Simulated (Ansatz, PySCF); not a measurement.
C4H10Si, SMILES C1CC[SiH2]C1. Atoms are numbered in the order given.

```xyz
15

C     -0.2718     0.7201     1.3244
C      0.2718    -0.7201     1.3244
C     -0.1329    -1.4042    -0.0020
Si     0.0000     0.0000    -1.2867
C      0.1329     1.4042    -0.0020
H      0.0831     1.2834     2.2036
H     -1.3739     0.6854     1.3984
H     -0.0831    -1.2834     2.2036
H      1.3739    -0.6854     1.3984
H     -1.1820    -1.7432     0.0493
H      0.4795    -2.2906    -0.2268
H     -1.2043     0.1000    -2.1652
H      1.2043    -0.1000    -2.1652
H      1.1820     1.7432     0.0493
H     -0.4795     2.2906    -0.2268
```
Charge 0, spin multiplicity 1.

Coordinates come from a B3LYP-D3(BJ)/def2-SVP optimisation. Other conformers were not sampled.

Two levels are set side by side: PBE-D3(BJ)/def2-SVP (Ansatz, a program for electronic structure) and B3LYP-D3(BJ)/def2-SVP (Ansatz). Each level has its own optimised geometry; the coordinates shown are those of the second. Frequencies come from the Hessian of PySCF at each geometry. Differences are taken from unrounded values.

```tsv
quantity	B3LYP-D3(BJ)
mean bond length (Å)	1.351
bond C1–C2 (Å)	1.539
bond C1–C5 (Å)	1.546
bond C2–C3 (Å)	1.546
bond C3–Si4 (Å)	1.908
bond Si4–C5 (Å)	1.908
bond C1–H6 (Å)	1.103
bond C1–H7 (Å)	1.105
bond C2–H8 (Å)	1.103
bond C2–H9 (Å)	1.105
bond C3–H10 (Å)	1.104
bond C3–H11 (Å)	1.101
bond Si4–H12 (Å)	1.494
bond Si4–H13 (Å)	1.494
bond C5–H14 (Å)	1.104
bond C5–H15 (Å)	1.101
highest harmonic wavenumber (cm⁻¹)	3107
mean harmonic wavenumber (cm⁻¹)	1441
zero-point energy (kcal/mol)	80.35
```

**Question.** What does PBE-D3(BJ) give, and how far is it from B3LYP-D3(BJ)? (An estimate is asked for; the answer gives what the named calculation found.)

**Answer.** 
```tsv
quantity	PBE-D3(BJ)	PBE-D3(BJ) minus B3LYP-D3(BJ)
mean bond length (Å)	1.358	0.007
bond C1–C2 (Å)	1.541	0.002
bond C1–C5 (Å)	1.547	0.000
bond C2–C3 (Å)	1.547	0.000
bond C3–Si4 (Å)	1.914	0.007
bond Si4–C5 (Å)	1.914	0.007
bond C1–H6 (Å)	1.111	0.008
bond C1–H7 (Å)	1.113	0.008
bond C2–H8 (Å)	1.111	0.008
bond C2–H9 (Å)	1.113	0.008
bond C3–H10 (Å)	1.111	0.008
bond C3–H11 (Å)	1.108	0.007
bond Si4–H12 (Å)	1.507	0.013
bond Si4–H13 (Å)	1.507	0.013
bond C5–H14 (Å)	1.111	0.008
bond C5–H15 (Å)	1.108	0.007
highest harmonic wavenumber (cm⁻¹)	3057	-50
mean harmonic wavenumber (cm⁻¹)	1403	-38
zero-point energy (kcal/mol)	78.25	-2.10
```

GGA bonds tend to be longer and softer than those of functionals with exact exchange. Differences between two approximate levels are no errors against the true value.
